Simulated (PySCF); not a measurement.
C₂H₅FSi₂, SMILES C#C[Si@@H](F)[SiH3]. Heavy atoms are numbered as in [CH:1]#[C:2][Si@@H:3]([F:4])[SiH3:5]. Hydrogens are named by the atom that carries them.

Geometry: B3LYP-D3(BJ)/def2-SVP. The structure was generated by enumeration; whether it is a known compound was not checked.

These are PBE/pcSseg-1 (PySCF) values and carry that method's errors.

GIAO shieldings, no solvent; atoms alike by connectivity are averaged. δ = σ(ref) − σ: ¹³C against TMS (σ = 182.0 ppm); ²⁹Si against TMS (σ = 335.4 ppm); ¹⁹F against CFCl3 (σ = 133.6 ppm); ¹H against TMS (σ = 31.49 ppm), references at their B3LYP-D3(BJ)/def2-TZVP geometries, non-relativistic.

Computed chemical shifts:
```csv
nucleus,atoms,count,δ (ppm)
¹³C,C1 (CH),1,108.5
¹³C,C2,1,87.9
²⁹Si,Si3 (SiH),1,-6.4
²⁹Si,Si5 (SiH3),1,-109.8
¹⁹F,F4,1,-243.4
¹H,H on Si3,1,6.10
¹H,H on Si5,3,3.82
¹H,H on C1,1,3.04
```
